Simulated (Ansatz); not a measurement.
Reaction (isomerisation): `CC(=O)C(C)C(C)=O` → `CCC(=O)CC(C)=O`

Calculated with Ansatz (gas phase, PBE0-D4/def2-TZVP geometries, no zero-point term in ΔE). CCSD(T)/CBS is the MP2 limit (def2-TZVPP, def2-QZVPP) plus CCSD(T) − MP2 in def2-TZVPP, frozen cores. DFT in def2-TZVPP. Each species was taken in one conformer, which may not be the lowest.

```
        level  ΔE (kJ/mol)
      PBE0-D4         -0.2
HF/def2-TZVPP         -6.7
```

**Question.** What does CCSD(T)/CBS give? (An estimate is asked.)

**Answer.** Computed: +1.9 kJ/mol. The listed levels differ from it by -2.1, -8.6 kJ/mol.

Largest T1 diagnostic among the species: 0.014.

In def2-TZVPP, CCSD(T) changes the Hartree–Fock value by +9.1 kJ/mol (the triples alone add +1.6 kJ/mol) and MP2 by +10.7 kJ/mol. The D4 term adds +4.7 kJ/mol with B3LYP and +2.6 kJ/mol with PBE0; it sums over pairs of atoms, weighted by their polarisabilities, and B3LYP, whose exchange is more repulsive, gets the larger term.

B3LYP here is the variant with VWN-RPA as its local correlation; programs differ in this.
